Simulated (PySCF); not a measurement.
C₄H₂BrCl. Atoms are numbered in the order given.

```xyz
8

C      0.5679    -3.2796     0.0000
C      0.9246    -2.1140     0.0000
C      1.3863    -0.7820     0.0000
C      0.5922     0.3158     0.0000
Cl     1.2584     1.9033     0.0000
Br    -1.2836     0.2204     0.0000
H      0.2400    -4.3027     0.0000
H      2.4690    -0.6071     0.0000
```

Coordinates come from a r2SCAN-D4/def2-SVP optimisation. The structure was generated by enumeration; whether it is a known compound was not checked.

These are TDDFT-PBE/def2-SVPD (PySCF) values and carry that method's errors.

Vertical excitations. Isolated molecule, no solvent. State labels are in the subgroup Cs.

```
state  symmetry  energy (eV)  λ (nm)      f          main pairs
-----  --------  -----------  ------  -----  ------------------
S1           A"         4.41     281  0.000    HOMO→LUMO+1 97 %
S2           A"         4.59     270  0.000    HOMO−1→LUMO 97 %
S3           A'         4.64     267  0.271      HOMO→LUMO 86 %
S4           A"         4.99     248  0.000   HOMO−2→LUMO 100 %
S5           A"         5.26     236  0.000    HOMO→LUMO+2 99 %
S6           A'         5.47     227  0.092  HOMO−1→LUMO+1 78 %
S7           A'         5.54     224  0.056    HOMO−3→LUMO 79 %
S8           A"         5.90     210  0.000   HOMO−5→LUMO 100 %
S9           A'         5.96     208  0.026  HOMO−2→LUMO+1 77 %
S10          A"         6.02     206  0.004    HOMO→LUMO+3 93 %
T1           A'         2.93     423      0      HOMO→LUMO 98 %
T2           A"         4.06     305      0    HOMO→LUMO+1 95 %
T3           A"         4.37     284      0    HOMO−1→LUMO 91 %
T4           A"         4.87     255      0    HOMO−2→LUMO 92 %
```
Triplets are in the Tamm–Dancoff approximation, which puts them higher than full response would, so one can lie above its singlet here.
